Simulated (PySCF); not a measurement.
## Ionisation energy of Nb⁺ by level of theory

Nb⁺ [Kr] 4d4 (5D) → Nb²⁺ [Kr] 4d3 (4F), as a difference of total energies. Computed with PySCF 2.14 in cc-pVDZ-PP with ECP28MDF (4s4p3d1f, 38 functions), with scalar relativity through the core potential. Correlated levels: valence: 4s2 4p6 frozen. The calculations carry no spin-orbit coupling.

```json
{"method": "UHF", "ionisation energy (eV)": "13.094", "difference from reference (eV)": "-1.226"}
{"method": "MP2 (valence)", "ionisation energy (eV)": "13.518", "difference from reference (eV)": "-0.802"}
{"method": "SCS-MP2 (valence)", "ionisation energy (eV)": "13.236", "difference from reference (eV)": "-1.084"}
```

Reference: 14.32 eV (semi-empirical (NIST evaluation); NIST Atomic Spectra Database, ionization energies).

The reference lies between the lowest fine-structure levels, while these numbers refer to the centres of the terms.

Errors of the correlated levels include the incompleteness of this basis and the frozen core.
